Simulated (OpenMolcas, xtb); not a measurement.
AlCNClOF (SMILES O=C=[N][Al]([F])[Cl]): the vertical ionisation energy, rung by rung

The species is AlCNClOF (6 atoms), meant as a singlet with charge 0. As SMILES, `O=C=[N][Al]([F])[Cl]`. Geometry: relaxed at PBE0-D4/def2-TZVP. This is one conformer, not always the lowest.

Quantity: the vertical ionisation energy (to the doublet cation), in eV. The values are calculated.

```tsv
level	kind	program	value (eV)	CPU time (all runs)
GFN1-xTB	semi-empirical	xtb	16.16	under 2 s
HF/cc-pVDZ	Hartree–Fock	OpenMolcas	10.45	34 s
SVWN5/cc-pVDZ	LDA	OpenMolcas	10.97	65 s
PBE/cc-pVDZ	GGA	OpenMolcas	10.73	95 s
r2SCAN/cc-pVDZ	meta-GGA	OpenMolcas	11.01	2 min
PBE0/cc-pVDZ	global hybrid	OpenMolcas	11.26	1.7 min
```

The values span 10.45 to 16.16 eV. The xTB values lack the empirical shift that such differences need. Spin contamination of the reference (⟨S²⟩ at least 0.1 too high) touches HF/cc-pVDZ. CPU times are rough (shared hosts, several kinds of processor): they show what a rung costs within a factor of a few.
